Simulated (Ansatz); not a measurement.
`[GeH3][SiH2][GeH2][SiH2][GeH2][GeH3]`, relaxed with RKS PBE0-D4/def2-TZVP in the Gaussian-basis code of Ansatz from a GFN2-xTB geometry. The force threshold is 0.005 eV/Å; the program also tests the step.

Charge 0, multiplicity 1.

Start:

```xyz
20

Ge    1.531   -0.680    2.157
Si   -0.704   -0.146    2.583
Ge   -1.579    1.210    0.869
Si   -2.143    0.347   -1.245
Ge   -0.296   -0.835   -2.096
Ge    1.829    0.232   -2.199
H     2.489    0.474    2.203
H     2.137   -1.670    3.108
H     1.792   -1.290    0.809
H    -0.818    0.497    3.897
H    -1.487   -1.387    2.646
H    -2.758    1.997    1.407
H    -0.614    2.360    0.647
H    -2.529    1.402   -2.188
H    -3.286   -0.566   -1.127
H    -0.090   -2.127   -1.325
H    -0.570   -1.395   -3.478
H     1.986    1.140   -3.386
H     2.097    1.126   -1.020
H     3.013   -0.687   -2.261
```

Problem. By how much does the energy fall, and how many steps does the optimiser take? (An estimate is asked.)

Solution. Computed: 0.38 eV, in 22 steps.

Problem. Which bonds change most? (Estimate.)

Solution. Computed: Ge1–Si2 from 2.337 to 2.380 Å; Ge5–Ge6 from 2.381 to 2.425 Å; Ge1–H8 from 1.501 to 1.539 Å; Ge1–H7 from 1.500 to 1.538 Å.

Problem. Give the relaxed structure. (Estimate.)

Solution. Ansatz gave: 
```xyz
20

Ge    1.613   -0.721    2.101
Si   -0.697   -0.223    2.389
Ge   -1.483    1.392    0.823
Si   -2.077    0.359   -1.237
Ge   -0.281   -1.005   -1.988
Ge    1.750    0.313   -2.118
H     2.443    0.572    2.143
H     2.102   -1.653    3.224
H     1.871   -1.417    0.754
H    -0.891    0.290    3.774
H    -1.495   -1.472    2.248
H    -2.703    2.130    1.409
H    -0.381    2.440    0.576
H    -2.375    1.396   -2.264
H    -3.302   -0.463   -1.031
H    -0.079   -2.165   -0.995
H    -0.586   -1.617   -3.369
H     1.654    1.293   -3.300
H     1.931    1.131   -0.829
H     2.986   -0.580   -2.312
```
